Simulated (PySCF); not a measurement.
C3H6GeO, SMILES O=C1[CH2][GeH2][CH2]1.

The structure is a stationary point at B3LYP-D3(BJ)/def2-SVP. The structure was generated by enumeration, and PubChem lists no compound with its InChIKey, so it may never have been made.

Computed with HF/def2-TZVP run with PySCF.

Symmetry labels are those of the subgroup Cs that the program uses (full group Cs).

Computed valence orbital energies around the gap with their symmetry:
```csv
orbital,symmetry,energy (eV)
HOMO−7,A",-16.80
HOMO−6,A',-16.78
HOMO−5,A",-15.08
HOMO−4,A',-13.93
HOMO−3,A',-13.06
HOMO−2,A',-12.10
HOMO−1,A",-11.68
HOMO,A",-10.55
LUMO,A",3.10
LUMO+1,A',3.12
LUMO+2,A',3.71
LUMO+3,A',4.29
```
